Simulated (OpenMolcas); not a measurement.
# Ionisation energies of iron

* Program: OpenMolcas
* Basis: ANO-R3 [7s5p5d3f2g1h]
* Scalar Hamiltonian: X2C, finite nucleus
* Spin-orbit coupling: RASSI with atomic mean-field integrals over the reference wave functions, term energies averaged over their components

Active shells in each charge state: the valence d, s shells, with orbitals averaged over the low states. Where CASPT2's correlated closed shells are named, they are those of the first ion.

A. CASSCF
B. SS-CASPT2, IPEA 0.25 Eh, imaginary shift 0.1 Eh (closed shells correlated: 3s 3p)
C. SS-CASPT2, IPEA 0 Eh, imaginary shift 0.1 Eh (closed shells correlated: 3s 3p)
D. SS-CASPT2, IPEA 0.25 Eh, imaginary shift 0.1 Eh (closed shells correlated: 2s 2p 3s 3p)

Energies in eV between the lowest computed levels, named as in B; reference values from the NIST Atomic Spectra Database with their kind.

| From | To | A | B | C | D | Spin-orbit share in B | Reference |
| --- | --- | --- | --- | --- | --- | --- | --- |
| Fe 3d⁶ 4s² ⁵D₄ | Fe+ 3d⁶ 4s ⁶D_9/2 | 5.193 | 8.385 | 8.473 | 8.367 | -0.004 | 7.902 (measured) |
| Fe+ 3d⁶ 4s ⁶D_9/2 | Fe2+ 3d⁶ ⁵D₄ | 15.309 | 16.277 | 16.333 | 16.277 | -0.001 | 16.199 (measured) |

Error against the reference values, in %:

| From | Reference | A | B | C | D |
| --- | --- | --- | --- | --- | --- |
| Fe | measured | -34.3 | +6.1 | +7.2 | +5.9 |
| Fe+ | measured | -5.5 | +0.5 | +0.8 | +0.5 |

Mean absolute error over the 2 measured values: A 1.80 eV, B 0.28 eV, C 0.35 eV, D 0.27 eV.

The lowest level within the active space need not be the ion's true ground level.
